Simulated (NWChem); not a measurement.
Isomers of CH5F2NSi, each optimised at PBE0/def2-SVP with NWChem, gas phase unless a solvent is named. Flexible species stand in one conformer each, which need not be the lowest.  Relative energies count from the lowest isomer at each level and are electronic, without zero-point energy, on those geometries.

A: C(N)[SiH](F)F
B: N[Si@@H](F)CF
C: N[SiH2]C(F)F
D: [SiH](NC)(F)F

```tsv
quantity	A	B	C	D
relative energy, r2SCAN/def2-SVP (kcal/mol)	18.8	41.0	[?]	0.0
orbital gap (eV), PBE0/def2-SVP	7.75	9.33	[?]	8.76
SMD solvation free energy in toluene, PBE0/def2-SVP (kcal/mol)	-3.2	-3.2	[?]	-2.8
```

Task: Some entries are withheld; supply them.

Result: 
- relative energy, r2SCAN/def2-SVP (kcal/mol), C: 85.3
- orbital gap (eV), PBE0/def2-SVP, C: 8.23
- SMD solvation free energy in toluene, PBE0/def2-SVP (kcal/mol), C: -2.1
